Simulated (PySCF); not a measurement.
Compound: C₄H₁₀P₂S.
Atom-mapped SMILES: `[CH3:1][C@@H:2]1[C@@H:3]([CH3:4])[P:5]1([PH2:6])=[S:7]`

Probes without a nucleus sit at each ring's centroid and 1 Å off its mean plane on both sides; NICS is minus the shielding there, NICSzz its component along the normal. Level: GIAO PBE0/pcSseg-1 (PySCF, non-relativistic, gas phase) on the GFN2-xTB geometry, one conformer.

Ring bond lengths (Å), with Mayer bond orders in brackets: C2–C3 1.538 (0.83), C3–P5 1.844 (0.80), P5–C2 1.840 (0.82).

Q: What do the NICS probes read (ppm)?

A: 
```tsv
ring	type	NICS(0)	NICS(1), two faces	NICS(1)zz, two faces	rms pucker (Å)	centre to ring atoms, mean (Å)
C2–C3–P5	3-membered ring with P; formal bonds all single	-30.8	-8.7 / -6.9	-16.9 / -12.9	0.00	1.01
```

Q: What do they say, and how far can they be read as aromaticity?

A: 
- C2–C3–P5: mean NICS(1)zz -14.9 ppm, shielded. C2, C3, P5 have four or more neighbours, and the NICS criterion for π rings isn't applied. The two faces differ by 4.0 ppm, so no symmetry operation interchanges them. NICS(0) lies 23 ppm below the mean NICS(1).

Q: At the second NICS(1) probe listed for ring C2–C3–P5, 1 Å off the ring, what do the in-plane components average?

A: The isotropic value is a third of the trace: (3 × -6.9 − (-12.9))/2 = -3.9 ppm.

Q: How shielded are the nuclei of the rings and their hydrogens (means over atoms taken as equivalent)?

A: 
| atoms | environment | σ isotropic (ppm) |
| --- | --- | --- |
| C2 | sp3 carbon bound to phosphorus | 149.0 |
| C3 | sp3 carbon bound to phosphorus | 151.9 |
| P5 | phosphorus bonded to 2 C, P and S | 402.9 |
| H on C2 | methine hydrogen | 30.55 |
| H on C3 | methine hydrogen | 30.65 |

The values belong to the conformer `[CH3:1][C@@H:2]1[C@@H:3]([CH3:4])[P:5]1([PH2:6])=[S:7]`: H–P6–P5–C3 -157°, H–P6–P5–C3 111°.
